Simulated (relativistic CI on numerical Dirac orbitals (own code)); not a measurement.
**Inner-shell lines of Te XXXII**

Calculated at this level of theory: Dirac-Coulomb-Breit CI, KLI orbitals optimised for each configuration, a model potential for QED, valence Slater integrals scaled by 0.9 (own radial code, finite nucleus).

Configurations in the expansion (outside the closed core 1s2 2s2 3s2 3p6): 2p⁶3d³, 2p⁵3d⁴, 2p⁵3d³4s. Levels of other configurations are missing.

The table holds the strongest lines. The upper levels have an inner-shell vacancy. Auger decay, open to those above the ionisation limit, is not computed, and radiative decays to configurations outside the model are missing too. Absolute energies can be off by a few tenths of a per cent, and at this charge the scaling can make term splittings too narrow, so close lines can change order. LS names give the leading component, which can be well under half, for lower levels too. Brackets number the levels in order of energy.

```
  λ (Å)                 Upper               Lower   A (s⁻¹)  gA (s⁻¹)
3.15437   2p⁵3d⁴ ⁴G°11/2 [75]    2p⁶3d³ ²G9/2 [5]  1.37e+14  1.64e+15
3.15263   2p⁵3d⁴ ²G°9/2 [123]   2p⁶3d³ ²G9/2 [16]  2.29e+14  2.29e+15
3.15179  2p⁵3d⁴ ²H°11/2 [112]  2p⁶3d³ ²H11/2 [12]  3.77e+14  4.52e+15
3.15156   2p⁵3d⁴ ²D°5/2 [134]   2p⁶3d³ ²D5/2 [19]  3.14e+14  1.88e+15
3.14986   2p⁵3d⁴ ²H°9/2 [104]    2p⁶3d³ ⁴F9/2 [9]  2.91e+14  2.91e+15
3.14962    2p⁵3d⁴ ²G°9/2 [89]    2p⁶3d³ ²G9/2 [5]  2.37e+14  2.37e+15
3.14903   2p⁵3d⁴ ²F°5/2 [124]   2p⁶3d³ ²F5/2 [14]  2.78e+14  1.67e+15
3.14849    2p⁵3d⁴ ⁴D°7/2 [92]    2p⁶3d³ ²G9/2 [5]  2.09e+14  1.68e+15
3.14601   2p⁵3d⁴ ²D°5/2 [130]   2p⁶3d³ ²F7/2 [15]  2.97e+14  1.78e+15
3.14544   2p⁵3d⁴ ²G°7/2 [114]    2p⁶3d³ ⁴F9/2 [9]  3.14e+14  2.51e+15
 3.1436   2p⁵3d⁴ ²G°9/2 [126]  2p⁶3d³ ²H11/2 [12]  3.35e+14  3.35e+15
3.14327   2p⁵3d⁴ ²D°3/2 [131]   2p⁶3d³ ²F5/2 [14]  3.73e+14  1.49e+15
3.14259   2p⁵3d⁴ ²F°7/2 [132]   2p⁶3d³ ²G9/2 [16]  4.28e+14  3.42e+15
2.96447   2p⁵3d⁴ ⁴F°9/2 [142]    2p⁶3d³ ²G9/2 [5]  1.62e+14  1.62e+15
2.95901  2p⁵3d⁴ ²H°11/2 [167]  2p⁶3d³ ²H11/2 [12]  2.69e+14  3.23e+15
2.95837  2p⁵3d⁴ ²H°11/2 [180]   2p⁶3d³ ²G9/2 [16]  2.39e+14  2.87e+15
2.95833   2p⁵3d⁴ ²F°7/2 [196]   2p⁶3d³ ²D5/2 [19]  2.11e+14  1.69e+15
2.95708   2p⁵3d⁴ ⁴D°7/2 [152]    2p⁶3d³ ²G9/2 [5]  2.29e+14  1.83e+15
2.95653   2p⁵3d⁴ ²G°7/2 [164]    2p⁶3d³ ⁴F9/2 [9]  1.86e+14  1.48e+15
 2.9565   2p⁵3d⁴ ²F°7/2 [184]   2p⁶3d³ ²G9/2 [16]  1.97e+14  1.58e+15
```
